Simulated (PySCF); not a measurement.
## Spin–spin couplings to the heavy atom in `InChI=1S/C4H7IO/c1-2-3-4(5)6/h2-3H2,1H3`

Cartesian coordinates in Å; atom numbers follow the order of the lines, from 1:
```xyz
13

C    -1.4052   -0.4667    0.7124
C    -0.7266    0.6293   -0.0944
C     0.7951    0.5686   -0.0696
C     1.3646   -0.6094   -0.8067
O     0.7921   -1.4517   -1.3974
I     3.5843   -0.6414   -0.7153
H    -1.0879   -0.4406    1.7673
H    -2.4987   -0.3498    0.6924
H    -1.1695   -1.4631    0.3109
H    -1.0219    1.6175    0.2947
H    -1.0695    0.5967   -1.1413
H     1.2555    1.4628   -0.5221
H     1.1950    0.5288    0.9581
```

[PySCF 2.14 with density-fitted X2C routines: indirect couplings; PBE0/pcJ-1 (dyall-v2z on I), isolated molecule, finite nuclei, structure from PBE0-D3(BJ)/def2-SVP]

Non-relativistic values:
```
    coupling          atoms  J (Hz)
1J(127I,13C)        I6 – C4  -198.6
2J(127I,13C)        I6 – C3     8.6
2J(127I,17O)        I6 – O5    47.6
3J(127I,13C)        I6 – C2     0.5
 3J(127I,1H)   I6 – H12/H13    -4.0
 4J(127I,1H)   I6 – H10/H11     1.7
 5J(127I,1H)  I6 – H7/H8/H9     1.3
```

Problem. What do two-component X2C with spin–orbit coupling give?

Solution. 
```
    coupling          atoms  with spin–orbit (Hz)
1J(127I,13C)        I6 – C4                -209.0
2J(127I,13C)        I6 – C3                   4.4
2J(127I,17O)        I6 – O5                  51.3
3J(127I,13C)        I6 – C2                  -1.0
 3J(127I,1H)   I6 – H12/H13                  -4.6
 4J(127I,1H)   I6 – H10/H11                   1.9
 5J(127I,1H)  I6 – H7/H8/H9                   1.4
```

The largest listed coupling, 1J(127I,13C), ends at 1.05 times its non-relativistic value. Equivalent partners are averaged, as under fast rotation. In the static structure 4J(127I,1H) spreads over 4.0, -0.3 Hz. In the static structure 5J(127I,1H) spreads over 0.1, 2.4, 1.6 Hz. Couplings to strongly quadrupolar nuclei (127I) are seldom resolved in solution.
